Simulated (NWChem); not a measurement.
C2H3ClO2Si; SMILES O=C1OC[Si@H]1Cl

```xyz
9

O      1.6111    -1.9224     0.0916
C      0.5914    -1.3021    -0.0037
O     -0.6572    -1.7744     0.4075
C     -1.5863    -0.6673     0.1671
Si    -0.1958     0.3767    -0.6275
Cl     0.3453     2.1398     0.3181
H     -2.4160    -1.0050    -0.4862
H     -1.9964    -0.2939     1.1270
H     -0.2522     0.6338    -2.1051
```
Atoms are numbered in this order, from 1.

Results from NWChem. Coordinates come from a PBE-D3(BJ)/def2-SVP optimisation. Level: M06-2X/def2-SVP with SMD (1 M gas to 1 M solution), gas-phase geometry. Reactions with the solvent are ignored.

```
solvent                dielectric constant  solvation free energy (kcal/mol)  cavity-dispersion-structure term (kcal/mol)  dipole in solution (D)
---------------------  -------------------  --------------------------------  -------------------------------------------  ----------------------
water                                 78.4                              -4.7                                          4.3                    5.35
benzene                               2.27                              -4.9                                         -1.8                    4.43
diethyl ether                         4.24                              -6.5                                         -2.1                    4.63
N,N-dimethylformamide                 37.2                              -7.1                                         -1.4                    4.86
cyclohexane                           2.02                              -3.9                                         -1.1                    4.38
anisole                               4.22                              -5.6                                         -1.2                    4.63
```
